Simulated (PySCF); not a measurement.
# Sc: excitation energy

Sc [Ar] 3d1 4s2 (2D) → Sc [Ar] 3d1 4s1 4p1 (high-spin determinant), as a difference of total energies. Computed with PySCF 2.14 in x2c-TZVPPall (6s5p4d2f1g, 64 functions), with scalar relativity by spin-free X2C-1e. Correlated levels: valence and next inner shell: [Ne] frozen. The calculations carry no spin-orbit coupling.

| method | excitation energy (eV) |
| --- | --- |
| UHF | 0.989 |
| MP2 (valence and next inner shell) | 1.874 |
| SCS-MP2 (valence and next inner shell) | 1.992 |
| CCSD (valence and next inner shell) | 1.909 |
| CCSD(T) (valence and next inner shell) | 1.994 |

How much does correlation contribute at CCSD(T) (valence and next inner shell)?

1.994 − (0.989) = 1.005 eV, measured against UHF.

A first-order spin-orbit estimate (lowest level to lowest level, LS coupling) adds -0.008 eV.

The basis was made for the ground configuration and has no added diffuse functions, so the excitation energy can come out too high.

The determinant of the upper state mixes LS terms, which raises its energy above the lowest term, most at the Hartree-Fock and MP2 levels.
